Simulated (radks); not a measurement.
The thulium ion Tm23+, 46 electrons, occupied as [Ar] 3d10 4s1.75 4p6 4d10 5p0.25 (fractional occupations, a model configuration).

Calculated with a radial shooting solver on a logarithmic mesh with Libxc functionals: Dirac Kohn-Sham, PBEsol, spin-unpolarised, spherical densities, finite nucleus; open shells fill j = l - 1/2 first; Fermi nuclear charge, rms radius 5.2256 fm.

Energy parts (eV):
total: -363483.98
kinetic: 403016.65
electron-nucleus: -867510.34
Hartree: 107950.96
exchange-correlation: -6941.25

Orbitals (lengths in bohr, moments of r in powers of bohr; r(max) is where P^2 peaks):
1s1/2: occ. 2; eigenvalue (eV) -59877.90; r(max) 0.01262; small-component weight 6.68e-02
2s1/2: occ. 2; eigenvalue (eV) -10682.82; r(max) 0.07211; small-component weight 1.49e-02
2p1/2: occ. 2; eigenvalue (eV) -10215.87; r(max) 0.05405; small-component weight 1.50e-02
2p3/2: occ. 4; eigenvalue (eV) -9237.116; r(max) 0.06037; small-component weight 1.37e-02
3s1/2: occ. 2; eigenvalue (eV) -2953.252; r(max) 0.2035; small-component weight 4.86e-03
3p1/2: occ. 2; eigenvalue (eV) -2748.210; r(max) 0.1912; small-component weight 4.80e-03
3p3/2: occ. 4; eigenvalue (eV) -2540.554; r(max) 0.2043; small-component weight 4.44e-03
3d3/2: occ. 4; eigenvalue (eV) -2190.309; r(max) 0.1612; small-component weight 4.31e-03
3d5/2: occ. 6; eigenvalue (eV) -2145.047; r(max) 0.1648; small-component weight 4.21e-03
4s1/2: occ. 1.75; eigenvalue (eV) -1097.748; r(max) 0.4535; small-component weight 1.77e-03
4p1/2: occ. 2; eigenvalue (eV) -1013.284; r(max) 0.4528; small-component weight 1.70e-03
4p3/2: occ. 4; eigenvalue (eV) -958.4153; r(max) 0.4770; small-component weight 1.59e-03
4d3/2: occ. 4; eigenvalue (eV) -818.3056; r(max) 0.4691; small-component weight 1.45e-03
4d5/2: occ. 6; eigenvalue (eV) -807.2087; r(max) 0.4762; small-component weight 1.42e-03
5p1/2: occ. 0.25; eigenvalue (eV) -515.0305; r(max) 0.9034; small-component weight 7.26e-04
5p3/2: occ. 0; eigenvalue (eV) -496.1509; r(max) 0.9413; small-component weight 6.92e-04

The highest occupied level is 5p1/2 at -515.03 eV. The electron density at the nucleus is 9.474e+05 e/bohr^3.
